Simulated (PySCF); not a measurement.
Input of a response calculation (the driver script's job line, then coordinates in Å):

```
{"job": {"kind": "uv", "xc": "CAM-B3LYP", "basis": "def2-SVPD", "nstates": 8, "ntriplets": 3}, "charge": 0, "multiplicity": 1}
Br     0.522347    -1.647560    -1.379629
Si     0.001754     0.000752    -0.003270
Br    -0.882864     1.667764    -1.152229
Br     1.825092     0.703199     1.027877
Br    -1.457707    -0.721302     1.490066
```

Computed with TDDFT CAM-B3LYP/def2-SVPD, vertical, gas phase, core orbitals frozen in the response (PySCF 2.14.0, density-fitted response routines). Job line and output are in the format of a driver script around the code.

Q: Give the output without the SCF cycles.

A: 
```
converged SCF energy = -10585.4764315129

Static polarisability (au): isotropic 108.572, principal 108.564 108.569 108.584

Singlet excitations
state   eV       nm        f      main configurations
  1   5.7160    216.9   0.00000   H->L 0.93
  2   5.7163    216.9   0.00000   H-1->L 0.93
  3   5.7167    216.9   0.00000   H-2->L 0.93
  4   6.5185    190.2   0.07029   H-3->L 0.85
  5   6.5187    190.2   0.07032   H-4->L 0.87
  6   6.5189    190.2   0.07034   H-5->L 0.86
  7   6.6214    187.2   0.00000   H-6->L 0.78
  8   6.6218    187.2   0.00000   H-7->L 0.78

Triplet excitations (Tamm-Dancoff, eV): 5.3273 5.3275 5.3278
```

Isolated species at its GFN2-xTB geometry, gas phase. Relativistic effects, spin–orbit coupling among them, are left out although an element past zinc is present.

The species is tetrabromosilane (`Br[Si](Br)(Br)Br`).

H and L stand for HOMO and LUMO.
